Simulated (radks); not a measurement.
Numerical settings for the samarium ion Sm6+, [Kr] 4d10 4f4 5s2 5p4. Calculated with a radial shooting solver on a logarithmic mesh with Libxc functionals: scalar-relativistic Kohn-Sham, r2SCAN, spin-polarised, spherical densities, finite nucleus; open shells are filled with parallel spins first (spin-orbit coupling, left out, can overturn this in heavy ions); meta-GGA in the generalised Kohn-Sham scheme; Fermi nuclear charge, rms radius 5.0819 fm. The defaults (mesh step 0.008 in ln r, mesh end at 40 bohr or more with all orbitals vanishing there, Anderson mixing 0.5 over 9 steps, residual threshold near 1e-9 with the energy settled to 1e-9 hartree or 1e-11 of itself, here a cap of 88 iterations) give E = -10419.065 hartree and 4f at -86.300 eV in 10 iterations. Run on one thread of a shared host, so times are rough (Arm Neoverse N1): 0.26 s of CPU time, 0.26 s wall, 10 iterations on 2189 mesh points. Changes against that run (0 stands for a change within the tolerance of the run):

| setting | iterations | converged | E (mhartree) | e(4f) (meV) | CPU (s) |
|---|---|---|---|---|---|
| mesh step in ln r 0.03 | 10 | yes | -0.0624 | +0.00849 | 0.09 |
| mesh step in ln r 0.08 | 2 | no | diverged | - | 0.02 |
| mesh step in ln r 0.12 | 4 | no | diverged | - | 0.02 |
| mesh end (bohr) 1 | 10 | level above zero | +1.7e+05 | +2.55e+05 | 0.19 |
| mesh end (bohr) 5 | 10 | yes | +0.0417 | +1.33 | 0.25 |
| residual threshold 1e-05 | 10 | yes | 0 | 0 | 0.27 |
| residual threshold 0.01 | 10 | yes | 0 | 0 | 0.26 |
| mixing 0.01 | 17 | yes | 0 | -0.00574 | 0.39 |
| linear mixing, mixing 0.8 | 88 | no | 0 | +0.00942 | 1.1 |
| linear mixing, mixing 0.5 | 22 | yes | 0 | +0.0365 | 0.45 |
| mixing history 20 | 10 | yes | 0 | 0 | 0.26 |
| iteration cap 8 | 8 | no | -0.00179 | -0.0276 | 0.19 |

Settled on a wrong energy, with an occupied level pushed above zero by the early mesh end: mesh end (bohr) 1 (+170 hartree). Apart from these: no run marked as converged misses the energy by more than 1 mhartree. A mesh that ends early acts as a hard wall.
